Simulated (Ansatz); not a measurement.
Basis-set extrapolation for C2H5O2Si (`[CH]=C[SiH](O)O`) radical (PBE0-D4/def2-TZVP geometry, frozen core, the Gaussian-basis code of Ansatz). Multiplicity 2, UHF reference.

```csv
,def2-TZVPP,def2-QZVPP
HF,-517.452887,-517.473013
MP2 correlation,-0.875114,-0.943520
CCSD(T) correlation,-0.952391,not run
```

Energies in hartree. Use E(X) = E(∞) + A·exp(−7.88·√X) for Hartree–Fock and E(X) = E(∞) + B·X^(−2.97) for correlation, with X = 3 and 4, and add CCSD(T) minus MP2 of the smaller set to the MP2 limit.

**Question.** What is the CCSD(T) energy at the basis-set limit?

**Answer.** HF limit: -517.473013 + (-0.020126) × 0.13774 = -517.47579. MP2 limit: -0.943520 + (-0.068406) × 0.74074 = -0.99419. Higher-order term: -0.952391 − (-0.875114) = -0.07728. Total: -518.54726 hartree, 89.1 kcal/mol below CCSD(T)/def2-TZVPP.

The UHF reference is spin-contaminated (⟨S²⟩ = 0.92, T1 = 0.028).
